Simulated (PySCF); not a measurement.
1H shifts, computed and measured

Computed: GIAO KT3/pcSseg-1, gas phase, PySCF SCF with an in-house response code, geometries GFN2-xTB, one conformer, no vibrational averaging, against isolated TMS at the same level. Measured: against TMS, in the medium listed. The two scales can differ by a constant.

```tsv
compound (atom-mapped SMILES)	atom	computed / ppm	measured / ppm	medium
[CH3:1][CH2:2][O:3][S:4](=[O:5])(=[O:6])[c:7]1[cH:8][cH:9][c:10]([CH3:11])[cH:12][cH:13]1	H on 2	3.58	4.07	not stated per compound (mostly CDCl3 or CCl4)
[cH:1]1[cH:2][cH:3][c:4]2[cH:5][c:6]3[cH:7][cH:8][cH:9][cH:10][c:11]3[cH:12][c:13]2[cH:14]1	H on 3/7/10/14	8.03	8.01	CDCl3
```

(1) Give computed and measured shifts for these two.

```json
{"compound (atom-mapped SMILES)": "[CH2:1]1[CH2:2][O:3][CH2:4][CH2:5][O:6][CH2:7][CH2:8][O:9][CH2:10][CH2:11][O:12][CH2:13][CH2:14][O:15][CH2:16][CH2:17][O:18]1", "atom": "H on 1/2/4/5/7/8/…"}
{"compound (atom-mapped SMILES)": "[CH3:1][CH2:2][CH2:3][CH2:4][O:5][S:6](=[O:7])(=[O:8])[c:9]1[cH:10][cH:11][c:12]([CH3:13])[cH:14][cH:15]1", "atom": "H on 4"}
```

(2) How well does this level do over the whole set?

## Answers

(1) 
| compound (atom-mapped SMILES) | atom | computed / ppm | measured / ppm | medium |
| --- | --- | --- | --- | --- |
| [CH2:1]1[CH2:2][O:3][CH2:4][CH2:5][O:6][CH2:7][CH2:8][O:9][CH2:10][CH2:11][O:12][CH2:13][CH2:14][O:15][CH2:16][CH2:17][O:18]1 | H on 1/2/4/5/7/8/… | 3.86 | 3.57 | THF-d8 |
| [CH3:1][CH2:2][CH2:3][CH2:4][O:5][S:6](=[O:7])(=[O:8])[c:9]1[cH:10][cH:11][c:12]([CH3:13])[cH:14][cH:15]1 | H on 4 | 4.52 | 4.03 | not stated per compound (mostly CDCl3 or CCl4) |

(2) Computed less measured averages 0.08 ppm, and the scatter about that mean is 0.37 ppm (rms) over 4 compounds.

Measured values: Fulmer et al., Organometallics 2010, 29, 2176; Pretsch, Buehlmann, Badertscher, Structure Determination of Organic Compounds, 4th ed.; Stadelmann, Balmer, Riniker, Ebert, PCCP 2022.
